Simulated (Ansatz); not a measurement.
Reaction (ligand exchange at the Al–N bond): `CC(C)[NH][Al]([F])[F]` + HCl → `[F][Al]([F])[Cl]` + `CC(C)N`

Gas-phase electronic energies from Ansatz, PBE0-D4/def2-TZVP geometries. CCSD(T)/CBS is the MP2 limit (def2-TZVPP, def2-QZVPP) plus CCSD(T) − MP2 in def2-TZVPP, frozen cores. This one scheme is used for every species. DFT in def2-TZVPP. B3LYP here is the variant with VWN-RPA as its local correlation; programs differ in this. Each species was taken in one conformer, which may not be the lowest.

(1) Is it downhill or uphill in electronic energy at CCSD(T)/CBS, and by how much? (Best estimate.)

(2) What do these levels give: PBE-D4, B3LYP-D4, ωB97M-V, PBE, r2SCAN, PBE0, B3LYP, CCSD(T)/def2-TZVPP, HF/def2-QZVPP, MP2/def2-QZVPP, HF/CBS(def2), CCSD/CBS(def2)? (Best estimate.)

Largest T1 diagnostic among the species: 0.012.

Results:

(1) Ansatz gave: Downhill: ΔE = -63.4 kJ/mol.

(2) Computed: PBE-D4 -60.1, B3LYP-D4 -58.5, ωB97M-V -62.3, PBE -65.1, r2SCAN -65.4, PBE0 -67.8, B3LYP -66.2, CCSD(T)/def2-TZVPP -59.5, HF/def2-QZVPP -78.7, MP2/def2-QZVPP -63.7, HF/CBS(def2) -78.8, CCSD/CBS(def2) -65.1 kJ/mol.

In def2-TZVPP, CCSD(T) changes the Hartree–Fock value by +18.5 kJ/mol (the triples alone add +1.7 kJ/mol) and MP2 by +16.7 kJ/mol. The D4 term adds +7.7 kJ/mol with B3LYP and +4.6 kJ/mol with PBE0; it sums over pairs of atoms, weighted by their polarisabilities, and B3LYP, whose exchange is more repulsive, gets the larger term.
